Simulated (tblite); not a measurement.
Benzo[c]thiophene, C₈H₆S.
SMILES with atom numbers: `[cH:1]1[cH:2][cH:3][c:4]2[cH:5][s:6][cH:7][c:8]2[cH:9]1` (hydrogens: H10 on C1; H11 on C2; H12 on C3; H13 on C5; H14 on C7; H15 on C9)

Computed with GFN2-xTB (tblite), gas phase: Langevin dynamics at 300 K from the optimised GFN2-xTB geometry, time step 0.5 fs, friction 0.01 fs⁻¹, 2000 steps. The instantaneous temperature is 2·E(kin)/(3Nk) with all 3N coordinates.

```
t (fs)  T (K)  E(pot) above start (eV)  C1–C2 (Å)  C2–C3 (Å)  C3–C4 (Å)  C4–C5 (Å)  C5–S6 (Å)  C1–H10 (Å)
     0    239                    0.000      1.418      1.360      1.417      1.376      1.707       1.080
    50    183                    0.326      1.417      1.368      1.405      1.385      1.722       1.107
   100    137                    0.240      1.422      1.347      1.407      1.368      1.704       1.049
   150    184                    0.278      1.468      1.355      1.421      1.358      1.704       1.052
   200    298                    0.343      1.373      1.350      1.413      1.340      1.746       1.144
   250    309                    0.674      1.418      1.445      1.467      1.376      1.703       1.021
   300    253                    0.438      1.401      1.330      1.428      1.367      1.715       1.142
   350    295                    0.437      1.438      1.331      1.385      1.390      1.742       1.037
   400    318                    0.352      1.411      1.370      1.435      1.338      1.717       1.105
   450    208                    0.578      1.430      1.362      1.429      1.363      1.726       1.096
   500    329                    0.508      1.447      1.360      1.395      1.392      1.713       1.049
   550    294                    0.552      1.420      1.356      1.387      1.338      1.717       1.135
   600    434                    0.554      1.412      1.393      1.388      1.326      1.702       1.040
   650    550                    0.389      1.441      1.362      1.423      1.397      1.751       1.105
   700    439                    0.618      1.437      1.295      1.394      1.411      1.759       1.072
   750    426                    0.750      1.423      1.400      1.468      1.366      1.643       1.054
   800    336                    0.699      1.363      1.349      1.428      1.361      1.731       1.083
   850    345                    0.541      1.477      1.350      1.407      1.446      1.784       1.085
   900    251                    0.336      1.409      1.378      1.416      1.412      1.637       1.076
   950    264                    0.504      1.438      1.368      1.449      1.324      1.755       1.080
  1000    236                    0.338      1.451      1.362      1.421      1.355      1.737       1.068
```

Question: From 500 fs on, how do temperature and potential energy compare with equipartition?

Answer: The mean temperature of these 11 frames is 355 K against the target 300 K, and the mean potential energy 0.53 eV against 39 × kT/2 = 0.50 eV for 39 classical harmonic modes. For 15 atoms in a canonical ensemble the temperature itself scatters by T·√(2/(3N)) = 63 K; here its standard deviation is 93 K. The whole run lasts only 10 friction times of 100 fs, so these averages carry a wide statistical error.

Question: What are the kinetic and total energies of the listed frame with the highest potential energy?

Answer: The one at 750 fs, 0.750 eV above the start. Its kinetic energy is 3NkT/2 = 0.827 eV at 426 K, so the sum is 1.58 eV; over the listed frames the sum runs from 0.46 to 1.58 eV, since the thermostat adds and removes energy.

Question: How much do the listed bonds fluctuate from 500 fs on?

Answer: 
| bond | at the start (Å) | mean (Å) | standard deviation (Å) |
| --- | --- | --- | --- |
| C1–C2 | 1.418 | 1.429 | 0.028 |
| C2–C3 | 1.360 | 1.361 | 0.026 |
| C3–C4 | 1.417 | 1.416 | 0.024 |
| C4–C5 | 1.376 | 1.375 | 0.038 |
| C5–S6 | 1.707 | 1.721 | 0.044 |
| C1–H10 | 1.080 | 1.077 | 0.025 |

The motion is classical and holds no zero-point motion.

What follows is the cost of the whole dynamics run. Rough CPU time on one thread of a shared machine: about 40 s.
